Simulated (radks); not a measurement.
All-electron atom: Zr in [Kr] 4d2 5s2. All-electron calculation, Dirac Kohn-Sham, PBE, spin-unpolarised, spherical densities, finite nucleus; open shells are shared between the two j in proportion to 2j + 1; Fermi nuclear charge, rms radius 4.2694 fm. Program: a radial shooting solver on a logarithmic mesh with Libxc functionals.

Unscreened Slater integrals over Kohn-Sham orbitals (cm^-1). Large and small components are both included.

integral          value
F0(4d5/2,4d5/2)   87541
F2(4d5/2,4d5/2)   41791
F4(4d5/2,4d5/2)   26607
F0(4d5/2,4d3/2)   88081
F2(4d5/2,4d3/2)   42074
G2(4d5/2,4d3/2)   42065
G4(4d5/2,4d3/2)   26790
F0(4d5/2,5s1/2)   62314
G2(4d5/2,5s1/2)   16931
F0(4d5/2,4p3/2)  106730
F2(4d5/2,4p3/2)   47905
G1(4d5/2,4p3/2)   57207
G3(4d5/2,4p3/2)   34401
F0(4d3/2,4d3/2)   88630
F2(4d3/2,4d3/2)   42366
F0(4d3/2,5s1/2)   62491
G2(4d3/2,5s1/2)   16637
F0(4d3/2,4p3/2)  107650
F2(4d3/2,4p3/2)   48615
G1(4d3/2,4p3/2)   58311
G3(4d3/2,4p3/2)   35073
F0(5s1/2,5s1/2)   53146
F0(5s1/2,4p3/2)   67419
G1(5s1/2,4p3/2)  4402.2
F0(4p3/2,4p3/2)  143460
F2(4p3/2,4p3/2)   75310
